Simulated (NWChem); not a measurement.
# CH₃BClFO; SMILES COB(F)Cl

```xyz
8

B      0.5418     0.1622     0.0000
F      1.7284     0.7513     0.0000
Cl    -0.9000     1.2121     0.0000
O      0.4919    -1.1736     0.0000
C     -0.6774    -1.9877     0.0000
H     -0.6529    -2.6216    -0.8907
H     -0.6529    -2.6216     0.8907
H     -1.5913    -1.3880     0.0000
```
Atoms are numbered in this order, from 1.

Results from NWChem. Geometry: optimised at B3LYP/6-31G* (spherical d). GIAO values for the isolated, static molecule; σ is the absolute isotropic shielding, δ = σ(reference) − σ with the isolated reference molecule computed at the same levels (11B: boron trifluoride, 13C: tetramethylsilane, 19F: trichlorofluoromethane, 1H: tetramethylsilane, 17O: water).

For level BHandHLYP/pcSseg-1:

```yaml
"δ B1 (ppm)": 11.9
"δ F2 (ppm)": -78.9
"δ O4 (ppm)": 107.2
"δ C5 (ppm)": 56.0
```

Task: How do the values read with level KT2/pcSseg-1 instead?

Result: 
| Quantity | Value |
|---|---|
| δ B1 (ppm) | 9.1 |
| δ F2 (ppm) | -119.0 |
| δ O4 (ppm) | 122.8 |
| δ C5 (ppm) | 58.1 |
